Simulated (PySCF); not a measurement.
C₂H₇FGe.
Atom-mapped SMILES: `[CH3:1][C@@H:2]([F:3])[GeH3:4]` (hydrogens: H5, H6, H7 on C1; H8 on C2; H9, H10, H11 on Ge4)

Computed with PBE0-D3(BJ)/def2-SVP geometry optimisation, gas phase in PySCF.

Question: What internal coordinates does the optimisation give?

Answer: 
```json
{"bond": "C1–C2", "length (pm)": "151.0", "order": "single"}
{"bond": "C2–F3", "length (pm)": "138.9", "order": "single"}
{"bond": "C2–Ge4", "length (pm)": "198.0", "order": "single"}
{"bond": "C1–H5, C1–H6, C1–H7", "length (pm)": "110.1", "order": "single"}
{"bond": "C2–H8", "length (pm)": "110.5", "order": "single"}
{"bond": "Ge4–H9, Ge4–H10, Ge4–H11", "length (pm)": "153.9", "order": "single"}
```

Bonds in one row agree within 1 pm and their mean is given. Orders are formal, as drawn. A selection of angles:
```json
{"angle": "C2–C1–H5", "degrees": "110.2"}
{"angle": "C2–C1–H6", "degrees": "110.6"}
{"angle": "H5–C1–H6", "degrees": "108.1"}
{"angle": "C1–C2–F3", "degrees": "109.3"}
{"angle": "C1–C2–Ge4", "degrees": "113.9"}
{"angle": "C1–C2–H8", "degrees": "110.0"}
{"angle": "F3–C2–Ge4", "degrees": "107.2"}
{"angle": "F3–C2–H8", "degrees": "107.3"}
{"angle": "Ge4–C2–H8", "degrees": "108.8"}
{"angle": "C2–Ge4–H9", "degrees": "109.8"}
{"angle": "H9–Ge4–H10", "degrees": "109.6"}
```

Ge4 (germanium bonded to C and 3 H) is tetrahedral (angles from 108.6° to 109.8°).

Point group: C1 (no symmetry element, even within 0.4 Å). Not checked by PBE0-D3(BJ)/def2-SVP frequencies.

The run took 25 s wall on one thread of an Arm Neoverse V1, shared host with 64 logical CPUs at a one-minute load of 23, and the process peaked at 0.46 GiB of memory. These figures are those of the optimisation.
